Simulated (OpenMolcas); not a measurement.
**Kr VI: the spin-orbit constant, worked from levels**

* Program: OpenMolcas
* Basis: ANO-RCC-VTZP [6s5p3d1f]
* Scalar Hamiltonian: DKH2, point nucleus
* Active space: 3 electrons in 4 orbitals (4s 4p)
* State averaging: 2S+1 = 4 odd, 1 root; 2S+1 = 2 odd, 11 roots; 2S+1 = 4 even, 3 roots; 2S+1 = 2 even, 9 roots
* Spin-orbit coupling: state interaction with AMFI integrals over the reference wave functions, term energies averaged over their components

Methods: CASSCF; MS-CASPT2, IPEA 0.25 Eh, imaginary shift 0.1 Eh (closed shells correlated: 3d). Measured levels: Saloman, J. Phys. Chem. Ref. Data 36, 215 (2007).

**The spin-orbit constant.** For the Hund term ²P° of p1, E(J) = (A/2) J(J+1) + constant and ζ = 2S·A = A. From J = 1/2 to J = 3/2 the energy changes by 1.5 A.

```
   Source  E(3/2) - E(1/2)       A     ζ
   CASSCF           7349.8  4899.9  4900
MS-CASPT2           7373.2  4915.5  4915
 measured           8110.0  5406.7  5407
```

All in cm-1. MS-CASPT2 is off by -9.1 % and CASSCF by -9.4 %. Both methods take the spin-orbit matrix elements from the reference wave functions, so the second can move ζ only through the term energies and any multistate remixing.

Over all roots computed the reference weight is 0.91 to 0.99 in MS-CASPT2; the roots of lowest weight are the least certain, and an intruder state may touch them. Measured partners are found by configuration, term and J. A level has none where our copy of the source lacks it or the pairing is in doubt (some pairs that miss far off the trend of their configuration count as doubtful), and it then counts in no deviation. Only configurations of the active space appear.

° marks odd parity.
